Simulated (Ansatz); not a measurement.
Basis-set extrapolation for C$_{2}$H$_{10}$BNSi, SMILES `CBC(N)[SiH3]` (PBE0-D4/def2-TZVP geometry, frozen core, the Gaussian-basis code of Ansatz). Multiplicity 1, RHF reference.

```
                      def2-TZVPP   def2-QZVPP
                 HF  -449.681649  -449.698509
    MP2 correlation    -0.800387    -0.853207
CCSD(T) correlation    -0.895114      not run
```

Energies in hartree. Use E(X) = E(∞) + A·exp(−7.88·√X) for Hartree–Fock and E(X) = E(∞) + B·X^(−2.97) for correlation, with X = 3 and 4, and add CCSD(T) minus MP2 of the smaller set to the MP2 limit.

Q: What is the CCSD(T) energy at the basis-set limit?

A: HF limit: -449.698509 + (-0.016860) × 0.13774 = -449.70083. MP2 limit: -0.853207 + (-0.052820) × 0.74074 = -0.89233. Higher-order term: -0.895114 − (-0.800387) = -0.09473. Total: -450.68789 hartree, 69.7 kcal/mol below CCSD(T)/def2-TZVPP.
